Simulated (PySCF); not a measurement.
From computed data to an observable: entropy of an ideal gas

B(F)(H)(SH) (BFH₂S), SMILES B(F)S.

The structure is a stationary point at B3LYP-D3(BJ)/def2-TZVP. The values are those of a single conformer.

B3LYP-D3(BJ)/def2-TZVP (PySCF) gives the harmonic wavenumbers 346, 428, 736, 839, 886, 1100, 1303, 2657, 2687 cm⁻¹ and the rotational temperatures 2.5236, 0.2593, 0.2351 K. The molar mass is 63.88 g/mol, the symmetry number 1, the spin multiplicity 1.

Work out the entropy at 298.15 K and 1 atm in the rigid-rotor, harmonic-oscillator model.


Translation (Sackur–Tetrode at 1 atm): S = R[1.5 ln M + 2.5 ln T − 1.16487] = 160.6 J/(mol K).
Rotation: q = (√π/σ) T^1.5/√(θA θB θC) = 23300, S = R[ln q + 3/2] = 96.1 J/(mol K).
Vibration: with u = 1.4388 ν/T, each mode gives R[u/(e^u − 1) − ln(1 − e^−u)]:
| ν (cm⁻¹) | modes | u | S (J/(mol K)) |
|---|---|---|---|
| 346 | 1 | 1.67 | 4.96 |
| 428 | 1 | 2.07 | 3.62 |
| 736 | 1 | 3.55 | 1.11 |
| 839 | 1 | 4.05 | 0.74 |
| 886 | 1 | 4.28 | 0.62 |
| 1100 | 1 | 5.31 | 0.26 |
| 1303 | 1 | 6.29 | 0.11 |
The stiffer modes add less than 0.005 each. Sum 11.4 J/(mol K).
Spin: R ln 1 = 0.0 J/(mol K).
Total 268.1 J/(mol K); the program's own thermochemistry gives 268.1. Translation makes up 60 % and vibration 4 %. Anharmonicity, hindered rotation and orbital degeneracy are left out.
